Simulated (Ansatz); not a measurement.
Cost and result for the atomization energy of C2H6AlNO (`[CH3][Al]([NH2])[CH]=O`) (11 atoms, 10 bonds).

```xyz
11

C     0.291    0.678    1.620
Al    0.067   -0.062   -0.161
N     1.423   -0.431   -1.236
C    -1.775   -0.458   -0.893
O    -2.744   -0.211   -0.206
H     1.336    0.894    1.856
H    -0.280    1.604    1.731
H    -0.089   -0.013    2.378
H     1.337   -0.816   -2.163
H     2.396   -0.288   -1.016
H    -1.964   -0.897   -1.910
```

Charge 0, multiplicity 1. The geometry is a stationary point of PBE0-D4/def2-TZVP. It is one conformer, not always the lowest. Program: Ansatz. All runs use 4 threads of an Arm Neoverse V1 on a shared host. Times are those of one run each, without the atoms' runs, and a repeat can differ threefold. Electronic energies, without spin–orbit coupling; frozen cores. CCSD(T)/CBS adds CCSD(T) − MP2 in def2-TZVPP to the MP2 limit, and its time is that of the two runs behind it. T1 = 0.014. B3LYP takes the VWN-RPA correlation (the form of Gaussian; ORCA's B3LYP/G).

CCSD(T)/CBS is a level of theory with its own doubt, some kJ/mol a heavy atom from the limit and from the frozen cores, so smaller differences don't rank the functionals.

| level | functions | wall time | atomization (kJ/mol) | difference from CCSD(T)/CBS | per bond |
| --- | --- | --- | --- | --- | --- |
| PBE-D4/def2-TZVPP (with forces) | 250 | 2.4 s | 4211.0 | 93.8 | 9.4 |
| PBE0-D4/def2-TZVPP | 250 | 2.5 s | 4109.1 | -8.1 | -0.8 |
| B3LYP-D4/def2-TZVPP (with forces) | 250 | 4 s | 4121.7 | 4.5 | 0.4 |
| r2SCAN-D4/def2-TZVPP (with forces) | 250 | 4.5 s | 4118.3 | 1.1 | 0.1 |
| B2PLYP/def2-TZVPP | 250 | 5 s | 4078.6 | -38.6 | -3.9 |
| ωB97X-V/def2-TZVPP | 250 | 7 s | 4125.2 | 8.0 | 0.8 |
| ωB97M-V/def2-TZVPP (with forces) | 250 | 10 s | 4131.9 | 14.7 | 1.5 |
| MP2/def2-QZVPP | 478 | 20 s | 4144.9 | 27.7 | 2.8 |
| CCSD(T)/def2-TZVPP | 250 | 2.2 min | 3998.2 | -119.0 | -11.9 |
| CCSD(T)/CBS(def2) | – | 2.5 min | 4117.2 | 0.0 | 0.0 |

In def2-TZVPP, CCSD(T) changes the Hartree–Fock value by +1103.1 kJ/mol (the triples alone add +68.3 kJ/mol) and MP2 by +1178.7 kJ/mol; breaking electron pairs costs correlation energy, which Hartree–Fock lacks. The D4 term adds +28.9 kJ/mol with B3LYP and +15.4 kJ/mol with PBE0; it sums over pairs of atoms, weighted by their polarisabilities, and B3LYP, whose exchange is more repulsive, gets the larger term. From PBE to PBE0 (25 % exact exchange), in def2-TZVPP and without D4, the atomization energy moves by −99.2 kJ/mol: exact exchange takes away binding that semilocal exchange gives to molecules.
